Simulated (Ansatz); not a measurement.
Molecule: SnF₂ (charge 0, singlet). SMILES: [F][Sn][F]
Geometry: optimised at B3LYP-D3(BJ)/def2-TZVP (Ansatz, a quantum-chemistry and plane-wave program).

Property: atomisation energy (electronic, to ground-state atoms), in kJ/mol. Correlated levels leave the core frozen unless marked. Open shells are spin-unrestricted. No spin-orbit coupling. The frozen core is the preceding noble-gas configuration, with the filled d and f shells of earlier blocks. Past Kr the def2 sets carry scalar-relativistic core potentials. The coupled-cluster limit lacks core correlation, which all-electron functionals hold. CBS marks a two-point X^-3 extrapolation of the correlation energy; Hartree-Fock from the larger set. The bracket is a focal-point correction in the basis named.

```tsv
level	program	atomisation energy (kJ/mol)	rough core time
PBE/def2-TZVPD	Ansatz	1053.5	under 20 s
PBE0-D3(BJ)/def2-TZVPD	Ansatz + dftd3	984.2	under 20 s
r2SCANh/def2-TZVPD	Ansatz	987.1	under 20 s
r2SCAN0/def2-TZVPD	Ansatz	950.2	under 20 s
CAM-B3LYP-D4/def2-TZVPD	Ansatz + dftd4	1019.1	under 20 s
wB97X/def2-TZVPD	Ansatz	1037.3	under 20 s
CCSD(T)/def2-SVPD	Ansatz	955.4	under 20 s
CCSD(T)/def2-TZVPP	Ansatz	972.7	under 20 s
RI-MP2/CBS(def2-TZVPP,def2-QZVPP)+[CCSD(T)-MP2]/def2-SVP	Ansatz	1032.6	under 20 s
CCSD(T)/CBS(def2-TZVPPD,def2-QZVPPD)	Ansatz	1022.7	40 s
```

Core times are rough, on shared machines, summed over the molecules involved; a dash marks a level read off another run, or run on other hardware, by another program or under a memory cap.
